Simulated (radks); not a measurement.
Valence configurations of the aluminium ion Al+ (all share [Ne]). Calculated with a radial shooting solver on a logarithmic mesh with Libxc functionals: non-relativistic Kohn-Sham, BLYP, spin-polarised, spherical densities, point nucleus; open shells are filled with parallel spins first. Energies are relative to 3s2; eigenvalues in eV for spin up.

3s2: E (eV) 0.000; moment (Bohr magnetons) 0; e(3s) -14.694
3s1.5 3p0.5: E (eV) 2.645; moment (Bohr magnetons) 1; e(3p) -9.663; e(3s) -15.520
3s1 3p1: E (eV) 4.872; moment (Bohr magnetons) 2; e(3p) -10.209; e(3s) -16.182
3s0.5 3p1.5: E (eV) 7.867; moment (Bohr magnetons) 2; e(3p) -10.518; e(3s) -16.523
3p2: E (eV) 10.877; moment (Bohr magnetons) 2; e(3p) -10.812

NIST lists [Ne] 3s2 as the ground configuration; this level of theory agrees among the configurations tried. The energies are those of spherical high-spin densities, not of single terms.
